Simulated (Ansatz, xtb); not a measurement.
## Ranking isomers of FH2InS2

3 gas-phase structures of FH2InS2, from a drawn sample of its isomers (lower ones may exist). Each was relaxed with GFN2-xTB; where two conformers were screened, the lower at r2SCAN-D4/def2-SVP is listed:

A. `F[S][InH][SH]`, a singlet
B. a singlet given by its coordinates
C. `[F][In]([SH])[SH]`, a singlet

B (Å):

```
atom    x (Å)    y (Å)    z (Å)
   F  -2.0895   1.9686  -1.3284
  In  -2.2952  -0.2089  -0.8360
   S  -2.3295   0.8458   1.8911
   S  -2.3301   2.8102   1.4587
   H  -2.2663   2.7421   0.0795
   H  -1.0037   3.1364   1.5131
```

Close contacts (Å): F1–In2 2.24, In2–S3 2.92, S3–S4 2.01, S4–H5 1.38, S4–H6 1.37.

Task: Make a reasoned guess at their ranking by r2SCAN-D4/def2-SVP single-point energy.

Result: Calculated order at r2SCAN-D4/def2-SVP: C (0.000), B (1.531), A (2.334) eV.

Energies above the lowest of each column, in eV:

```csv
structure,GFN2-xTB,HF/STO-3G,r2SCAN-D4/def2-SVP
C,0.000,0.000,0.000
B,0.050,5.523,1.531
A,1.963,1.278,2.334
```

Every level run on C puts it lowest or level with the lowest. Flexible structures stand in one conformer each, not always the lowest. Frequencies (PBE0-D4/def2-SVP) were run for C alone. Atoms past krypton carry core potentials in the def2 sets, without spin–orbit terms.

Programs: Ansatz 0.2.0, xtb 6.7.1.
